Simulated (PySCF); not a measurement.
**From computed data to an observable: refractive index and permittivity of the vapour**

Sn(H)(Br)2(OH) (Br₂H₂OSn), SMILES [OH][SnH]([Br])[Br].

The structure is a stationary point at PBE0-D3(BJ)/def2-SVP. The structure was generated by enumeration; whether it is a known compound was not checked. The def2 effective core potentials stand for the cores of Sn; spin–orbit coupling is left out. One conformer was computed; it need not be the lowest.

PBE/def2-TZVP run with PySCF gives a mean static polarisability of 84.5 bohr³ and a dipole moment of 0.54 D. Take an ideal gas at 298.15 K and 0.01 bar, whether or not the substance is that volatile.

Task: Work out n − 1 in the optical limit and the static ε − 1.

Result: 
Polarisability volume α' = 84.5 × 0.148185 = 12.52 Å³. Number density N = p/kT = 2.43e-7 Å⁻³.
Dilute limit of Lorentz–Lorenz: n − 1 = 2π N α' = 1.9e-5.
Orientation term of Debye: μ²/(3kT) = 8.098 Å³ × μ²(D²) = 2.36 Å³.
ε − 1 = 4π N (α' + μ²/3kT) = 4.5e-5. Orientation of the dipole supplies 16 % of the static response; it can't follow optical fields. Vibrational polarisation and dispersion are left out.
